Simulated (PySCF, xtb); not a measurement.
Protons, H atoms and electrons added to or taken from O[SiH3]. Gas-phase values, no solvent. One relaxed conformer stands for each flexible species; it need not be the lowest. Strings in code marks are SMILES.

Quantity: electronic energy of isomers of H3OSi (charge -1) relative to `[O-][SiH3]`, in kcal/mol. Levels without diffuse functions put anions too high.

Level 1: CAM-B3LYP-D3(BJ)/def2-TZVPD (PySCF)
Level 2: B3LYP/6-31G* // CAM-B3LYP-D3(BJ)/def2-TZVPD (PySCF)
Level 3: HF/STO-3G // CAM-B3LYP-D3(BJ)/def2-TZVPD (PySCF)
Level 4: GFN2-xTB (xtb)

| species | level 2 | level 3 | level 4 |
|---|---|---|---|
| `O[SiH2-]` (not the most acidic site) | 20.5 | -20.6 | 72.7 |

Task: What does level 1 give for each?

Result: 
- `O[SiH2-]` (not the most acidic site): 22.6
